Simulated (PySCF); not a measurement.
Vertical excitations of a molecule C₄H₈OSi from TDA-CAM-B3LYP/def2-SVPD run with PySCF, as energy in eV (oscillator strength): 5.97 (0.000), 6.21 (0.003), 6.23 (0.001), 7.03 (0.010), 7.82 (0.060), 7.87 (0.024), 7.97 (0.082), 8.13 (0.004), 8.26 (0.031), 8.36 (0.032). Lowest triplet (TDA): 4.86 eV. The structure is a stationary point at r2SCAN-D4/def2-SVP. Other conformers were not sampled.

**Question.** Which structure fits?
A) CC1=CO[Si@H]1C
B) [SiH3]O[C@H]1C=CC1
C) O[Si@H]1C=CCC1
D) C#C[SiH2]CCO

**Answer.** D, C#C[SiH2]CCO
